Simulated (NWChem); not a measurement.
Molecule: CF2, singlet; SMILES F[C]F

Program: NWChem. Low-valent species are run as closed-shell singlets; no triplet was tried in these runs. Each level has its own optimisation; frequencies are unscaled.

Question: Among these, which level gives the lowest value of “dipole (D)”?
A. PBE0/pcseg-2
B. PBE0/3-21G
C. PBE0/aug-pcseg-1
D. PBE0/pcseg-1

Answer: B, PBE0/3-21G. Values: PBE0/3-21G 0.50; PBE0/pcseg-1 0.56; PBE0/aug-pcseg-1 0.60; PBE0/pcseg-2 0.66
